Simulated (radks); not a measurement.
Values are calculated unless marked as measured or tabulated.
Neutral bromine inside a hard spherical wall (all orbitals vanish at R), configuration held at [Ar] 3d10 4s2 4p5 and not refilled when levels cross. Level of theory: non-relativistic Kohn-Sham, LDA (Slater exchange, Perdew-Wang correlation), spin-unpolarised, spherical densities, point nucleus (a radial shooting solver on a logarithmic mesh with Libxc functionals). Eigenvalues in eV, with the zero of energy where the potential of the charges vanishes at infinity; a dash marks a level that is unbound or too diffuse for the functional's potential to be trusted. A positive occupied level is held by the wall or, in an anion where self-interaction has pushed it up, behind a barrier. The pressure on the wall is -dE/dV.

| R (bohr) | E (hartree) | kinetic (hartree) | e(3p) | e(3d) | e(4s) | e(4p) | e(5s, empty) | e(5p, empty) | pressure (GPa) |
|---|---|---|---|---|---|---|---|---|---|
| free | -2570.60651 | 2568.363 | -171.39 | -68.625 | -19.591 | -8.035 | -0.406 | - | 0 |
| 8 | -2570.60601 | 2568.368 | -171.35 | -68.585 | -19.558 | -8.003 | 0.859 | 3.401 | 0.0282 |
| 7 | -2570.60417 | 2568.385 | -171.25 | -68.481 | -19.475 | -7.921 | 1.865 | 5.078 | 0.172 |
| 5 | -2570.55484 | 2568.714 | -169.76 | -67.002 | -18.358 | -6.732 | 8.763 | 14.721 | 7.63 |
| 3.5 | -2570.00669 | 2571.342 | -162.27 | -59.590 | -12.650 | -0.065 | 34.981 | 45.681 | 197 |
| 3 | -2569.16358 | 2574.682 | -155.44 | -52.856 | -6.631 | 7.125 | 60.143 | 73.337 | 676 |
| 2 | -2560.37909 | 2602.937 | -121.68 | -19.416 | 38.631 | 59.002 | 219.82 | 238.82 | 13100 |
